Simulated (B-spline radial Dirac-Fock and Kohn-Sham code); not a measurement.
# Satellites and hypersatellites of the K lines of Hf⁵²⁺

System: the Hf⁵²⁺ ion in the configuration [Ar] 3d2.

Model: ΔSCF Dirac-Fock with Breit, self-energy and vacuum polarisation, finite nucleus, configuration average. Program: a radial finite-basis atomic code. Each two-hole energy is an average over J within one jj subconfiguration, not an observable level; in light atoms, where LS coupling holds, the j-resolved values are not observed lines, and for a K spectator the Kα1 hypersatellite is nearly forbidden. Electron correlation is not included.

Lines without a spectator: Kα2 (K-L2) 54681.0 eV, Kα1 (K-L3) 55877.8 eV, Kβ3 (K-M2) 63501.1 eV, Kβ1 (K-M3) 63799.6 eV. Shifts in eV with one spectator hole (a dash: not computed, or left out as unreliable):

```csv
spectator hole,Kα2,Kα1,Kβ3,Kβ1
K (1s),+944.8,+1012.9,+1232.8,+1250.5
L2 (2p1/2),+123.8,+165.3,–,+324.6
L3 (2p3/2),+97.2,+106.0,+251.5,–
M2 (3p1/2),–,+31.6,+66.2,+76.8
M3 (3p3/2),+18.87,–,+59.1,+60.3
```
